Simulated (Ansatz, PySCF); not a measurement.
C$_{2}$HCl$_{2}$, doublet, geometry from GFN2-xTB, atoms displaced at random by about 0.08 Å a coordinate. Base run: PySCF with R2SCAN/STO-3G, gradient.

PySCF was given this input:
```python
from pyscf import gto, scf, dft

mol = gto.Mole()
mol.atom = '''
    Cl    2.124419    0.104465   -0.029922
    C     0.561277   -0.263568    0.045640
    C    -0.569728    0.532041   -0.096814
    Cl   -2.268633   -0.022802   -0.300577
    H    -0.782120    1.681631    0.182299
'''
mol.basis = 'sto-3g'
mol.charge = 0
mol.spin = 1
mol.verbose = 4
mol.build()

mf = dft.UKS(mol)
mf.xc = 'r2scan'
mf.kernel()
g = mf.nuc_grad_method()
grad = g.kernel()
```

Programs used: Ansatz (a program for electronic structure), PySCF; a row that names a program was run with it.

The coordinate followed is z of atom 1.

The base run was repeated with changes; each row names its change, and settings that it needs were set with it.

```json
[
 {"change": "base", "dE/dx (Eh/bohr)": "0.000152", "net force (Eh/bohr)": "0.001068"},
 {"change": "conv_tol = 1e-4", "dE/dx (Eh/bohr)": "0.000124", "net force (Eh/bohr)": "0.001079"},
 {"change": "density fitting = on; auxbasis_response = off", "dE/dx (Eh/bohr)": "0.000148", "net force (Eh/bohr)": "0.001369"},
 {"change": "code = ansatz", "dE/dx (Eh/bohr)": "0.000064", "net force (Eh/bohr)": "0.000000"},
 {"change": "grids.level = 5; grid_response = off", "dE/dx (Eh/bohr)": "0.000074", "net force (Eh/bohr)": "0.000291"},
 {"change": "finite difference step (bohr) = 0.2; conv_tol = 1e-11", "dE/dx (Eh/bohr)": "-0.000089", "net force (Eh/bohr)": "-"},
 {"change": "grids.level = 0; grid_response = off", "dE/dx (Eh/bohr)": "0.002028", "net force (Eh/bohr)": "0.011440"},
 {"change": "grids.level = 1; grid_response = on", "dE/dx (Eh/bohr)": "0.000039", "net force (Eh/bohr)": "0.000000"},
 {"change": "finite difference step (bohr) = 1e-4; conv_tol = 1e-11", "dE/dx (Eh/bohr)": "0.000058", "net force (Eh/bohr)": "-"},
 {"change": "density fitting = on", "dE/dx (Eh/bohr)": "0.000153", "net force (Eh/bohr)": "0.001069"},
 {"change": "finite difference step (bohr) = 0.01; conv_tol = 1e-11", "dE/dx (Eh/bohr)": "0.000057", "net force (Eh/bohr)": "-"},
 {"change": "grids.level = 0; grid_response = on", "dE/dx (Eh/bohr)": "0.000012", "net force (Eh/bohr)": "0.000000"}
]
```

The net force is zero for an exact gradient.

Open shells are given as the SCF converged; they aren't shown to be the lowest states, and a large step between rows can be another state.
